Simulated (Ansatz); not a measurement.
Ideal-gas functions of CH4BNO (`BOC=N`) at 600 K and 1 bar, from an Ansatz frequency run at PBE0-D4/def2-TZVP.

Molar mass 56.86 g/mol, point group C1 (symmetry number 1), electronic degeneracy 1, moments of inertia 20.439, 78.652, 95.853 u Å². Harmonic wavenumbers (cm⁻¹, unscaled): 181, 280, 368, 684, 861, 952, 1036, 1046, 1065, 1160, 1269, 1361, 1410, 1744, 2599, 2703, 3116, 3543.

Use S(trans) = R[1.5 ln M + 2.5 ln T − 1.1517]; rotational temperatures θ = 24.2544 K / I; S(rot) = R[ln(√π/σ · √(T³/θAθBθC)) + 1.5]; for each mode x = 1.438777 ν̃/T, S = R[x/(eˣ − 1) − ln(1 − e⁻ˣ)] and H = RT x/(eˣ − 1); 1 cm⁻¹ = 0.0119627 kJ/mol; R = 8.31446 J/(mol·K).

Q: By hand: the entropy, in J/(mol·K).

A: Translation 173.8. Rotation: θ = 1.1867, 0.3084, 0.253 K, giving 106.9. Vibration, mode by mode: 15.32, 11.78, 9.62, 5.07, 3.62, 3.05, 2.60, 2.55, 2.46, 2.06, 1.67, 1.40, 1.28, 0.67, 0.12, 0.10, 0.04, 0.02, in all 63.4. Electronic 0.0. Sum 344.1 J/(mol·K).

Q: By hand: H − E and G − E in kJ/mol, counted from the electronic energy.

A: Zero-point energy ½ × 25378 × 0.0119627 = 151.8; thermal vibration 22.0; translation, rotation and pV give 4 RT = 20.0. H − E = 193.8 kJ/mol, and G − E = 193.8 − 600 × 344.1/1000 = -12.7 kJ/mol.

Vibration gives 18 % of the entropy. The sum counts one conformer and one mirror image; others add a mixing term.
